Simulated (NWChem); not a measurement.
Program: NWChem. System: Cl₂Se, charge 0, spin multiplicity 1, at a geometry optimised with B3LYP/def2-SVP. The structure started from a generated list of species. Level: MP2/def2-SVP, 19 core orbitals frozen.

Input file:

```
start mol
memory heap 200 mb stack 900 mb global 1100 mb
geometry units angstroms nocenter noautoz
  Se     0.000000     0.000000    -0.687229
  Cl    -1.715467     0.000000     0.687229
  Cl     1.715467     0.000000     0.687229
  symmetry group C2v
end
basis spherical
  * library def2-svp
end
scf
  rhf
  nopen 0
  maxiter 100
  thresh 1e-7
  semidirect memsize 60000000 filesize 0
end
mp2
  freeze core 19
end
task mp2 energy
```

Part of the output:

```
             Northwest Computational Chemistry Package (NWChem) 7.3.0
             --------------------------------------------------------

                                NWChem Input Module
                                -------------------

 Scaling coordinates for geometry "geometry" by  1.889725989
 (inverse scale =  0.529177249)

 Turning off AUTOSYM since
 SYMMETRY directive was detected!

                             Geometry "geometry" -> ""
                             -------------------------

 Output coordinates in angstroms (scale by  1.889725989 to convert to a.u.)

  No.       Tag          Charge          X              Y              Z
 ---- ---------------- ---------- -------------- -------------- --------------
    1 Se                  34.0000     0.00000000     0.00000000    -0.68722900
    2 Cl                  17.0000    -1.71546700     0.00000000     0.68722900
    3 Cl                  17.0000     1.71546700     0.00000000     0.68722900

 Effective nuclear repulsion energy (a.u.)     322.8642927204

            Nuclear Dipole moment (a.u.)
            ----------------------------
        X                 Y               Z
 ---------------- ---------------- ----------------
     0.0000000000     0.0000000000     0.0000000000

      Symmetry information
      --------------------

 Group name             C2v
 Group number             16
 Group order               4
 No. of unique centers     2

      Symmetry unique atoms

     1    2


 Summary of "ao basis" -> "" (spherical)
 ------------------------------------------------------------------------------
       Tag                 Description            Shells   Functions and Types
 ---------------- ------------------------------  ------  ---------------------
 *                          def2-svp                  on all atoms

 Summary of "ao basis" -> "ao basis" (spherical)
 ------------------------------------------------------------------------------
       Tag                 Description            Shells   Functions and Types
 ---------------- ------------------------------  ------  ---------------------
 Se                         def2-svp                12       32   5s4p3d
 Cl                         def2-svp                 8       18   4s3p1d

                                 NWChem SCF Module
                                 -----------------

  ao basis        = "ao basis"
  functions       =    68
  atoms           =     3
  closed shells   =    34
  open shells     =     0
  charge          =   0.00
  wavefunction    = RHF
  use symmetry    = T
  symmetry adapt  = T

 Summary of "ao basis" -> "ao basis" (spherical)
 ------------------------------------------------------------------------------
       Tag                 Description            Shells   Functions and Types
 ---------------- ------------------------------  ------  ---------------------
 Se                         def2-svp                12       32   5s4p3d
 Cl                         def2-svp                 8       18   4s3p1d

      Symmetry analysis of basis
      --------------------------

        a1         28
        a2          8
        b1         20
        b2         12

 Forming initial guess at       0.0s

      Superposition of Atomic Density Guess
      -------------------------------------

 Sum of atomic energies:       -3318.15882364

      Non-variational initial energy
      ------------------------------

 Total energy =   -3318.349226
 1-e energy   =   -5258.199415
[...]
    61      0.468582  3 Cl px                 4      0.422845  1 Se s
    14      0.369976  1 Se pz                36     -0.241539  2 Cl s
    54     -0.241539  3 Cl s                 11     -0.238522  1 Se pz
     3     -0.237003  1 Se s                  5      0.219375  1 Se s

 Vector   36  Occ=0.000000D+00  E= 4.634892D-02  Symmetry=b1
              MO Center=  2.0D-13, -2.3D-15, -4.4D-01, r^2= 3.3D+00
   Bfn.  Coefficient  Atom+Function         Bfn.  Coefficient  Atom+Function
  ----- ------------  ---------------      ----- ------------  ---------------
    15      0.891800  1 Se px                12      0.398573  1 Se px
    45     -0.381930  2 Cl pz                63      0.381930  3 Cl pz
    43      0.288434  2 Cl px                61      0.288434  3 Cl px
     9     -0.263946  1 Se px                36      0.255302  2 Cl s
    54     -0.255302  3 Cl s                 42     -0.158308  2 Cl pz

 Vector   37  Occ=0.000000D+00  E= 3.940062D-01  Symmetry=a1
              MO Center= -3.5D-16, -3.5D-15, -6.3D-01, r^2= 3.2D+00
   Bfn.  Coefficient  Atom+Function         Bfn.  Coefficient  Atom+Function
  ----- ------------  ---------------      ----- ------------  ---------------
     5      2.215450  1 Se s                  4     -1.985786  1 Se s
     3      0.486866  1 Se s                 17      0.285628  1 Se pz
    32     -0.243783  1 Se d  2              35     -0.244991  2 Cl s
    53     -0.244991  3 Cl s                 43     -0.220288  2 Cl px
    61      0.220288  3 Cl px                36     -0.166942  2 Cl s

 center of mass
 --------------
 x =   0.00000000 y =   0.00000000 z =  -0.07835006

 moments of inertia (a.u.)
 ------------------
         250.140112614968           0.000000000000           0.000000000000
           0.000000000000         985.117120714130           0.000000000000
           0.000000000000           0.000000000000         734.977008099162

  Mulliken analysis of the total density
  --------------------------------------

    Atom       Charge   Shell Charges
 -----------   ------   -------------------------------------------------------
    1 Se  34    33.61   2.00  2.00  2.00  1.43  0.46  6.00  5.98  1.73  1.86  8.21  1.75  0.19
    2 Cl  17    17.20   2.00  1.99  1.23  0.75  5.94  2.05  3.21  0.03
    3 Cl  17    17.20   2.00  1.99  1.23  0.75  5.94  2.05  3.21  0.03

       Multipole analysis of the density wrt the origin
       ------------------------------------------------

     L   x y z        total         open         nuclear
     -   - - -        -----         ----         -------
     0   0 0 0     -0.000000      0.000000     68.000000

     1   1 0 0     -0.000000      0.000000      0.000000
     1   0 1 0      0.000000      0.000000      0.000000
     1   0 0 1     -0.596154      0.000000      0.000000

     2   2 0 0    -32.361839      0.000000    357.306836
     2   1 1 0     -0.000000      0.000000      0.000000
     2   1 0 1      0.000000      0.000000      0.000000
     2   0 2 0    -33.374624      0.000000      0.000000
     2   0 1 1      0.000000      0.000000      0.000000
     2   0 0 2    -30.586334      0.000000    114.685771

                   NWChem MP2 Semi-direct Energy/Gradient Module
                   ---------------------------------------------

  Basis functions       =     68
  Molecular orbitals    =     68
  Frozen core           =     19
  Frozen virtuals       =      0
  Active alpha occupied =     15
  Active beta occupied  =     15
  Active alpha virtual  =     34
  Active beta virtual   =     34
  Use MO symmetry       = T
  Use skeleton AO sym   = T

  AO/Fock/Back tols     =   1.0D-09  1.0D-09  1.0D-09

 GA uses MA = F    GA memory limited = T

 Available:
  local mem=  1.26D+08
 global mem=  1.44D+08
 local disk=  0.00D+00
  mp2_memr nvloc                    34
  nvloc new                    34
   1 passes of  15:        3145728                      22437                   3793305.
   1 passes of  15: M    126152603           G      144169952           F     123006875.

 Semi-direct pass number   1 of   1  for RHF alpha+beta  at        0.5s
  vrange nnbf                  2183
  mp2_eaftype                    14  avail_ma_in_mb                  1099
 EAF : mp2_eaftype filesize          14    1896653.
  mp2_eaf for mointskh                     14
Node 0 wrote      8.9 Mb in      0.0 s     Agg I/O rate:  1925.9 Mb/s
 Done moints_semi at        1.5s
  mp2_eaftype                    14  avail_ma_in_mb                  1085
 EAF : mp2_eaftype filesize          14    1896653.
  mp2_eaf for kh                    14
 Done maket at        1.6s
 Done multipass loop at        1.6s

          -------------------------------------------
          SCF energy               -3318.239776811583
          Correlation energy          -0.494226682164
          Singlet pairs               -0.280626387562
          Triplet pairs               -0.213600294602
          Total MP2 energy         -3318.734003493747
          -------------------------------------------

          ---------------------------------------------------
                    Spin Component Scaled (SCS) MP2
          Same spin pairs                     -0.142400196402
          Same spin scaling factor             0.333333333333
          Opposite spin pairs                 -0.351826485762
          Opposite spin scaling fact.          1.200000000000
          SCS-MP2 correlation energy          -0.469658515049
          Total SCS-MP2 energy             -3318.709435326632
          ---------------------------------------------------

 -----------------------
 Performance information
 -----------------------

 Timer overhead =  1.41D-07 seconds/call

               Nr. of calls         CPU time (s)                 Wall time (s)                GFlops
             ---------------    -------------------     ------------------------------   -------------------
Name         Min   Avg   Max    Min     Avg     Max     Min     Avg     Max   Mx/calls   Min     Max     Sum
mp2: moin     1     1     1    1.1     1.1     1.1      1.1     1.1     1.1     1.1      0.0     0.0     0.0
mp2: make     1     1     1   3.54E-2 3.54E-2 3.54E-2  3.54E-2 3.54E-2 3.54E-2 3.54E-2   0.0     0.0     0.0
mp2: tota     1     1     1    1.1     1.1     1.1      1.1     1.1     1.1     1.1      0.0     0.0     0.0

 The average no. of pstat calls per process was 3.00D+00
 with a timing overhead of 4.24D-07s

 Task  times  cpu:        1.6s     wall:        1.6s

 Total times  cpu:        1.6s     wall:        1.6s
```
